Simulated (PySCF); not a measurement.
# Radial density of Pb⁺ (lead, charge +1)

BLYP, [Xe] 4f14 5d10 6s1 6p1 7s1, high-spin 4P determinant (an excited configuration). Computed with PySCF 2.14 in aug-cc-pVTZ-PP with ECP60MDF, with a scalar-relativistic core potential. This is the valence pseudo-density: the core potential removes the inner electrons and smooths the orbitals near the nucleus.

```json
{"r (bohr)": "0.0194", "4πr²ρ (e/bohr)": "1.613e-05", "4πr²(ρα − ρβ)": "0.0000"}
{"r (bohr)": "0.0326", "4πr²ρ (e/bohr)": "3.122e-05", "4πr²(ρα − ρβ)": "0.0000"}
{"r (bohr)": "0.0549", "4πr²ρ (e/bohr)": "4.735e-05", "4πr²(ρα − ρβ)": "0.0000"}
{"r (bohr)": "0.0924", "4πr²ρ (e/bohr)": "0.0001608", "4πr²(ρα − ρβ)": "0.0000"}
{"r (bohr)": "0.155", "4πr²ρ (e/bohr)": "0.001658", "4πr²(ρα − ρβ)": "0.0000"}
{"r (bohr)": "0.261", "4πr²ρ (e/bohr)": "0.03572", "4πr²(ρα − ρβ)": "0.0009"}
{"r (bohr)": "0.439", "4πr²ρ (e/bohr)": "1.473", "4πr²(ρα − ρβ)": "0.0514"}
{"r (bohr)": "0.739", "4πr²ρ (e/bohr)": "16.77", "4πr²(ρα − ρβ)": "0.2317"}
{"r (bohr)": "1.24", "4πr²ρ (e/bohr)": "14.36", "4πr²(ρα − ρβ)": "0.1443"}
{"r (bohr)": "2.09", "4πr²ρ (e/bohr)": "2.965", "4πr²(ρα − ρβ)": "1.1027"}
{"r (bohr)": "3.52", "4πr²ρ (e/bohr)": "0.5125", "4πr²(ρα − ρβ)": "0.4709"}
{"r (bohr)": "5.92", "4πr²ρ (e/bohr)": "0.2175", "4πr²(ρα − ρβ)": "0.2174"}
{"r (bohr)": "9.95", "4πr²ρ (e/bohr)": "0.01420", "4πr²(ρα − ρβ)": "0.0142"}
```

Energies and moments cover only the electrons outside the core potential. Spin-orbit coupling, absent here, splits the open shell strongly. The outer electron is Rydberg-like, and this basis confines it to a smaller radius and binds it less than a complete one would.
